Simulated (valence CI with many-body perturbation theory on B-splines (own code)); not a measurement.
Results of a calculation; reference values are marked as such.
## Energy levels of Sb45+

Level of theory: configuration interaction combined with many-body perturbation theory (CI+MBPT): four valence electrons over a frozen Dirac-Fock core [He], a basis of 11 s, 11 p, 10 d, 8 f, 5 g, 2 h functions for each j, with the one-electron correlation potential Σ1 (screened to all orders), the two-electron term Σ2, the three-electron term Σ3, Breit, model QED; selected single and double excitations, second order for the rest, scaled by the run's own slope (own B-spline code, finite nucleus).

The last digits are not significant, and no measured levels were compared; by estimate large intervals hold to a few tenths of a per cent, small ones and those within an open d or f shell to about a per cent. Among the levels kept, up to 840 cm⁻¹ of a level comes from second order outside the variational space, and about a tenth of that is noise between levels of different J, which matters for small intervals.

Levels 91 to 135 of 205, with energies above the lowest level, (2s^2 2p1/2^2) J=0. "Leading %" is the weight of the configuration and term that name the level; weights of strongly mixed levels are sums over their largest components and can fall short, so below about 35 % the name and the second component can differ from the true leading terms, or belong to a minority configuration. In the jj column 3d3/2^4 stands for four electrons in 3d with j = 3/2.

```tsv
No.	Configuration	Term	J	E (× 10³ cm⁻¹)	Leading %	g	Second component	Leading jj
91	2s2p²3p	³P°	1	40630	35	1.371	27 % 2s2p²3p ³S°	2s 2p1/2 2p3/2 3p3/2 (90 %)
92	2s2p²3p	³P°	0	40643	82		17 % 2s2p²3p ¹S°	2s 2p1/2 2p3/2 3p3/2 (99 %)
93	2s2p²3p	¹D°	2	40647	38	1.119	34 % 2s2p²3p ³D°	2s 2p1/2 2p3/2 3p3/2 (96 %)
94	2s2p²3d	³D	2	40671	28	1.397	28 % 2s2p²3d ⁵P	2s 2p1/2 2p3/2 3d3/2 (94 %)
95	2s2p²3p	³P°	1	40694	54	1.212	23 % 2s2p²3p ¹P°	2s 2p1/2 2p3/2 3p3/2 (97 %)
96	2s2p²3d	³P	1	40697	32	1.687	28 % 2s2p²3d ⁵P	2s 2p1/2 2p3/2 3d3/2 (85 %)
97	2s2p²3d	³F	3	40701	43	1.246	22 % 2s2p²3d ⁵D	2s 2p1/2 2p3/2 3d5/2 (54 %)
98	2s2p²3d	³D	1	40712	31	1.236	17 % 2s2p²3d ³P	2s 2p1/2 2p3/2 3d5/2 (83 %)
99	2s2p²3d	³G	5	40719	53	1.282	47 % 2s2p²3d ⁵F	2s 2p1/2 2p3/2 3d5/2 (98 %)
100	2s2p²3d	³F	2	40840	41	1.099	36 % 2s2p²3d ³P	2s 2p1/2 2p3/2 3d5/2 (67 %)
101	2s2p²3d	³D	3	40861	55	1.247	23 % 2s2p²3d ¹F	2s 2p1/2 2p3/2 3d5/2 (90 %)
102	2p³3s	³P°	2	40890	38	1.511	27 % 2p³3s ⁵S°	2p1/2^2 2p3/2 3s (86 %)
103	2s2p²3d	³F	4	40910	54	1.190	28 % 2s2p²3d ¹G	2s 2p1/2 2p3/2 3d5/2 (85 %)
104	2s2p²3d	³D	1	40938	58	0.858	14 % 2s2p²3d ¹P	2s 2p1/2 2p3/2 3d5/2 (86 %)
105	2p³3s	³D°	1	40953	25	1.205	25 % 2p³3s ¹P°	2p1/2^2 2p3/2 3s (86 %)
106	2s2p²3d	³G	3	40962	53	0.899	19 % 2s2p²3d ¹F	2s 2p1/2 2p3/2 3d3/2 (97 %)
107	2s2p²3d	³P	0	40986	75		21 % 2s2p²3d ¹S	2s 2p1/2 2p3/2 3d5/2 (93 %)
108	2s2p²3d	³F	2	41017	42	0.925	25 % 2s2p²3d ¹D	2s 2p1/2 2p3/2 3d3/2 (68 %)
109	2s2p²3d	³D	1	41018	57	0.678	18 % 2s2p²3d ¹P	2s 2p1/2 2p3/2 3d3/2 (92 %)
110	2s2p²3d	¹D	2	41088	33	0.999	18 % 2s2p²3d ³F	2s 2p1/2 2p3/2 3d3/2 (84 %)
111	2s2p²3d	¹P	1	41126	45	0.985	20 % 2s2p²3d ³D	2s 2p1/2 2p3/2 3d3/2 (80 %)
112	2s2p²3d	³D	3	41153	39	1.244	25 % 2s2p²3d ³F	2s 2p1/2 2p3/2 3d5/2 (84 %)
113	2s2p²3d	³P	0	41164	63		36 % 2s2p²3d ¹S	2s 2p1/2 2p3/2 3d3/2 (96 %)
114	2s2p²3d	³F	4	41181	40	1.111	35 % 2s2p²3d ³G	2s 2p1/2 2p3/2 3d5/2 (99 %)
115	2s2p²3s	⁵P	3	41225	45	1.451	39 % 2s2p²3s ³D	2s 2p3/2^2 3s (82 %)
116	2s2p²3d	³P	2	41247	44	1.228	18 % 2s2p²3d ³D	2s 2p1/2 2p3/2 3d5/2 (90 %)
117	2s2p²3d	³P	1	41254	34	1.456	23 % 2s2p²3d ³S	2s 2p1/2 2p3/2 3d5/2 (79 %)
118	2s2p²3d	¹F	3	41260	40	1.083	32 % 2s2p²3d ³F	2s 2p1/2 2p3/2 3d5/2 (93 %)
119	2s2p²3d	³D	2	41280	42	1.147	22 % 2s2p²3d ¹D	2s 2p1/2 2p3/2 3d5/2 (92 %)
120	2p³3p	⁵P	1	41280	18	1.503	15 % 2p³3p ³P	2p1/2^2 2p3/2 3p1/2 (72 %)
121	2p³3p	³D	2	41302	16	1.172	13 % 2p³3p ³F	2p1/2^2 2p3/2 3p1/2 (73 %)
122	2s2p²3s	³P	2	41350	47	1.314	22 % 2s2p²3s ¹D	2s 2p3/2^2 3s (94 %)
123	2s2p²3p	³P°	2	41749	29	1.532	20 % 2s2p²3p ⁵P°	2s 2p3/2^2 3p1/2 (98 %)
124	2s2p²3p	³D°	3	41777	45	1.289	16 % 2s2p²3p ³F°	2s 2p3/2^2 3p1/2 (97 %)
125	2s2p²3s	³S	1	41787	68	1.912	12 % 2s2p²3s ³P	2s 2p3/2^2 3s (96 %)
126	2s2p²3s	¹P	1	41824	42	1.024	25 % 2s2p²3s ³D	2s 2p3/2^2 3s (92 %)
127	2s2p²3s	³P	2	41837	65	1.377	15 % 2s2p²3s ¹D	2s 2p3/2^2 3s (96 %)
128	2p³3p	³D	3	41895	45	1.352	29 % 2p³3p ⁵P	2p1/2^2 2p3/2 3p3/2 (96 %)
129	2p³3p	³P	1	41905	34	1.375	20 % 2p³3p ¹P	2p1/2^2 2p3/2 3p3/2 (90 %)
130	2s2p²3s	¹S	0	41930	70		29 % 2s2p²3s ³P	2s 2p3/2^2 3s (98 %)
131	2p³3p	³P	2	42039	40	1.325	16 % 2p³3p ¹D	2p1/2^2 2p3/2 3p3/2 (94 %)
132	2p³3p	³P	0	42172	73		24 % 2p³3p ¹S	2p1/2^2 2p3/2 3p3/2 (96 %)
133	2p³3d	³D°	2	42281	29	1.039	18 % 2p³3d ³F°	2p1/2^2 2p3/2 3d3/2 (88 %)
134	2s2p²3p	³P°	1	42281	35	1.327	26 % 2s2p²3p ¹P°	2s 2p3/2^2 3p1/2 (60 %)
135	2s2p²3p	³D°	3	42286	53	1.374	29 % 2s2p²3p ⁵P°	2s 2p3/2^2 3p3/2 (97 %)
```
